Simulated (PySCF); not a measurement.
A calculated (UHF, PySCF 2.14, aug-cc-pVDZ-X2C, the spin-free X2C one-electron Hamiltonian (Gaussian nucleus)) atom or ion has these occupied shells.

| shell | electrons | orbital energy (eV) | rms radius, mean of both spins (bohr) |
| --- | --- | --- | --- |
| 1s | 2 | -15292.7 | 0.0464 |
| 2s | 2 | -2113.7 | 0.192 |
| 2p | 6 | -1869.2 | 0.171 |
| 3s | 2 | -347.33 | 0.543 |
| 3p | 6 | -266.33 | 0.557 |
| 3d | 10 | -131.96 | 0.577 |
| 4s | 2 | -48.140 | 1.57 |
| 4p | 6 | -27.518 | 1.85 |

**Question.** Name the element and its charge.

**Answer.** Rb⁺ (rubidium, charge +1), in [Kr], closed-shell 1S.
